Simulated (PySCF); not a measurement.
Gas-phase reaction: SnS + 2 H2S → SnH4 + 3 S

Method: PySCF energies plus ideal-gas RRHO corrections (1 bar). † marks an energy on the PBE0/def2-TZVP geometry and frequencies. MP2 freezes the core. Open shells (unrestricted): S (multiplicity 3, electronic degeneracy 9); the rest are closed-shell singlets. Spin-orbit splitting is ignored; it lowers the true energy and changes the entropy of S. B3LYP is the form with VWN-RPA correlation. Sn: scalar-relativistic def2 core potential, no spin-orbit coupling. MP2 isn't extrapolated to the basis-set limit; its ΔH°(298 K) is 815.8 kJ in def2-SVP and 920.8 kJ in def2-TZVPP. The harmonic model lacks anharmonicity and excited electronic states, which grow with temperature; levels with a mode under 35 cm⁻¹ are left out.

```csv
level,"ΔE electronic, kJ","ΔH°(298 K), kJ","ΔS°(298 K), J/K","ΔG°(2500 K), kJ"
B3LYP/def2-TZVP†,915,901,85,627
BLYP/def2-TZVP†,944,930,85,656
HF/def2-TZVP†,528,514,85,240
M06-2X/def2-TZVP†,934,920,85,646
MP2/def2-TZVPP†,935,921,85,647
PBE0/def2-QZVP†,930,916,85,642
LDA/def2-TZVP†,1108,1094,85,820
ωB97X-V/def2-TZVP†,915,901,85,627
```
ΔH° is lowest at HF/def2-TZVP† and highest at LDA/def2-TZVP†. No reference value is set beside these.
